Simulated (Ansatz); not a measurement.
A nudged elastic band was laid between two geometries of C2H5ClSi (9 atoms, charge 0, multiplicity 1).

The calculation used RKS PBE0-D4/6-31G* (Ansatz 0.2.0).

```
movable images  : 9
climbing image  : yes
spring          : 5.0 eV/Å²
optimiser       : quadratic models (default)
start path      : through a guess of the saddle point
force threshold : 0.2 eV/Å
iteration limit : 60
end points      : relaxed
```

First end point:

```xyz
9
Properties=species:S:1:pos:R:3
C -0.358 1.302 -0.040
C -0.323 -0.122 0.434
Si 0.619 -1.365 -0.254
Cl 0.608 -3.286 0.457
H -0.031 1.989 0.752
H 0.286 1.475 -0.909
H -1.377 1.599 -0.321
H -0.954 -0.369 1.287
H 1.531 -1.223 -1.406
```

Last end point:

```xyz
9
Properties=species:S:1:pos:R:3
C -0.207 1.195 -0.064
C 0.000 -0.310 -0.239
Si 0.511 -1.193 1.370
Cl 0.617 -3.157 0.609
H 0.701 1.690 0.298
H -0.485 1.676 -1.009
H -1.004 1.412 0.657
H -0.908 -0.795 -0.628
H 0.775 -0.518 -0.995
```

Question: Which bonds break or form, and what moves?

Answer: Bonds broken: Si3–H9. Bonds formed: C2–H9.

Question: What energy profile does the band end with?

Answer: The forces met the threshold. The highest image is number 6 of 0 to 10, 26.4 kcal/mol above the first end and 38.5 kcal/mol above the last; the last end lies 12.1 kcal/mol below the first. The threshold of 0.2 eV/Å is loose, so the images may lie well off the minimum-energy path. The profile has 2 maxima (images 2, 6) with wells between them (image 4): this band takes more than one step, which may be the mechanism or a detour left from its start path. Another band between the same ends (9 images) ends at a top of the same energy, where a vibrational analysis finds 1 clearly imaginary mode. The orbitals stay closed-shell, which can raise the energy where a bond breaks towards radicals; this wasn't checked here.

| image | path coordinate (Å) | energy (kcal/mol) | Si3–H9 (Å) | C2–H9 (Å) |
| --- | --- | --- | --- | --- |
| 0 | 0.00 | 0.0 | 1.48 | 2.83 |
| 1 | 0.68 | 1.1 | 1.48 | 2.85 |
| 2 | 1.36 | 2.4 | 1.48 | 2.86 |
| 3 | 2.04 | 1.9 | 1.48 | 2.85 |
| 4 | 2.72 | 1.1 | 1.48 | 2.79 |
| 5 | 3.40 | 13.3 | 1.48 | 2.43 |
| 6 | 4.08 | 26.4 | 1.56 | 1.90 |
| 7 | 4.49 | 15.2 | 1.69 | 1.47 |
| 8 | 4.90 | -6.1 | 1.98 | 1.15 |
| 9 | 5.31 | -11.5 | 2.35 | 1.11 |
| 10 | 5.72 | -12.1 | 2.47 | 1.10 |

Question: What is the geometry of the highest image?

Answer: 
```xyz
9
Properties=species:S:1:pos:R:3
C -0.286 1.226 -0.062
C -0.329 -0.254 0.114
Si 1.137 -1.192 0.607
Cl 0.494 -3.202 0.553
H 0.724 1.637 0.046
H -0.695 1.523 -1.037
H -0.930 1.697 0.694
H -1.323 -0.693 -0.034
H 1.208 -0.742 -0.882
```

Run time: 3.6 min on 1 thread of Intel(R) Xeon(R) 6975P-C (Granite Rapids) (shared host), peak memory 0.17 GiB.
